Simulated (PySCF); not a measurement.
C6H7BN2.
Numbering: `[N:1]#[C:2][BH2-:3][n+:4]1[cH:5][cH:6][cH:7][cH:8][cH:9]1`

NICS is the negative of the GIAO shielding at a point without a nucleus: at the ring centre (0) and 1 Å above and below it (1); zz is the component along the ring normal. Level: GIAO KT2/pcSseg-1 (PySCF, non-relativistic, gas phase) on the PBE0-D3(BJ)/def2-SVP geometry, one conformer.

Ring bond lengths (Å): N4–C5 1.339, C5–C6 1.390, C6–C7 1.390, C7–C8 1.395, C8–C9 1.384, C9–N4 1.343.

Problem. What do the NICS probes read (ppm)?

Solution. 
```json
{"ring": "N4–C5–C6–C7–C8–C9", "type": "6-membered ring with N; formal bonds all aromatic", "NICS(0)": "-7.3", "NICS(1), two faces": "-10.2 / -10.2", "NICS(1)zz, two faces": "-25.4 / -25.3", "rms pucker (Å)": "0.00", "centre to ring atoms, mean (Å)": "1.37"}
```

Problem. What do they say, and how far can they be read as aromaticity?

Solution. 
- N4–C5–C6–C7–C8–C9: mean NICS(1)zz -25.4 ppm, shielded. The ring is flat and has no four-coordinate atom; by the NICS criterion it is aromatic.

Problem. And the bond-length index? HOMA takes Krygowski's 1993 parameters.

Solution. 
- N4–C5–C6–C7–C8–C9: HOMA 0.99; the largest term is that of C7–C8, α(R − Ropt)² = 0.01. The geometric and the magnetic index point the same way.

Problem. List the ring angles.

Solution. 
- N4–C5–C6–C7–C8–C9: N4 119.7°, C5 121.6°, C6 119.2°, C7 118.7°, C8 118.9°, C9 121.9°; sum 720.0° against 720° for a flat convex ring.

Problem. How do the values depend on the level or the medium?

Solution. 
| level | NICS(0), N4–C5–C6–C7–C8–C9 | mean NICS(1)zz, N4–C5–C6–C7–C8–C9 |
| --- | --- | --- |
| KT2/pcSseg-1, gas | -7.3 | -25.4 |
| PBE0/pcSseg-1, gas | -7.6 | -26.9 |
| PBE0/pcSseg-1, IEF-PCM dimethylsulfoxide | -7.5 | -27.1 |
| PBE0/pcSseg-1, IEF-PCM methanol | -7.5 | -27.1 |

The geometry is the same throughout; the continuum's cavity takes Bondi-type radii × 1.2.

Conformer computed: `[N:1]#[C:2][BH2-:3][n+:4]1[cH:5][cH:6][cH:7][cH:8][cH:9]1`: C2–B3–N4–C5 2°.
